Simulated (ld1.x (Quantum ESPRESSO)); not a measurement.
**Reading a pseudo-wave (sulfur (S))**

Columns: radius, all-electron u(r) and pseudo u(r) of the 3p shell (level -7.16 eV) of sulfur in the configuration [Ne] 3s1.75 3p4.25; PBE, non-relativistic, ultrasoft scheme, ld1.x (Quantum ESPRESSO) 7.5.

```tsv
r (bohr)	all-electron	pseudo
0.070	0.0993	-0.0033
0.140	0.2349	-0.0132
0.210	0.3149	-0.0295
0.280	0.3301	-0.0521
0.350	0.2936	-0.0808
0.420	0.2223	-0.1153
0.490	0.1306	-0.1549
0.560	0.0294	-0.1993
0.630	-0.0737	-0.2474
0.700	-0.1735	-0.2985
0.770	-0.2669	-0.3516
0.840	-0.3519	-0.4053
0.910	-0.4277	-0.4585
0.980	-0.4942	-0.5099
1.050	-0.5515	-0.5581
1.120	-0.6000	-0.6018
1.190	-0.6398	-0.6400
1.260	-0.6715	-0.6715
1.330	-0.6958	-0.6958
1.400	-0.7134	-0.7134
1.470	-0.7250	-0.7250
1.540	-0.7312	-0.7312
1.610	-0.7329	-0.7329
1.680	-0.7305	-0.7305
1.750	-0.7247	-0.7247
1.820	-0.7160	-0.7160
```

(1) How many radial nodes do the two functions have?

(2) At about which radius was the pseudo-wave matched?

(3) Is the pseudo-wave norm-conserving?

Answers

(1) The all-electron 3p function has n − l − 1 = 1; the pseudo-wave has 0, since the states of the same l below it are removed with the core.

(2) 1.25 bohr, where the columns begin to agree (steps of 0.07 bohr).

(3) No, it belongs to an ultrasoft set: the norm inside the radius is not constrained, and the difference is carried by the augmentation charge.
